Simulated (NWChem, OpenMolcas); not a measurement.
**How basis sets differ on CH7BGe (SMILES C[BH][GeH3])**

CH7BGe: 10 atoms, total charge 0, spin state singlet. SMILES: `C[BH][GeH3]`. The coordinates come from a PBE0-D4/def2-TZVP relaxation.

```xyz
10

C    -1.2113    0.8480   -0.5797
B    -0.0139   -0.1230   -0.7197
Ge    1.1113   -0.7846    0.8816
H    -1.9726    0.7485   -1.3570
H    -0.7473    1.8373   -0.7496
H    -1.6771    0.8987    0.4058
H     0.3260   -0.4817   -1.8130
H     0.9184   -2.3074    1.0483
H     0.7292   -0.1289    2.2240
H     2.6205   -0.5583    0.6621
```

Each level gives the dipole moment (D). The values are calculated.

```json
{"level": "HF/ANO-RCC-MB (DKH2)", "kind": "Hartree–Fock", "program": "OpenMolcas", "value (D)": "1.06", "CPU time": "9.4 s"}
{"level": "HF/STO-3G", "kind": "Hartree–Fock", "program": "OpenMolcas", "value (D)": "0.70", "CPU time": "2.9 s"}
{"level": "HF/3-21G", "kind": "Hartree–Fock", "program": "NWChem", "value (D)": "1.29", "CPU time": "3.9 s"}
{"level": "HF/ANO-S-VDZP (RICD fitting)", "kind": "Hartree–Fock", "program": "OpenMolcas", "value (D)": "1.33", "CPU time": "7.1 s"}
{"level": "HF/def2-SVP", "kind": "Hartree–Fock", "program": "OpenMolcas", "value (D)": "1.37", "CPU time": "15 s"}
```

All-electron rows without a relativistic Hamiltonian named are non-relativistic. The values span 0.70 to 1.37 D. Magnitudes only. Sets without polarisation functions give poor dipoles. Times are those of the runs behind each value, whatever else they computed, on shared processors of several kinds: orders of magnitude only.
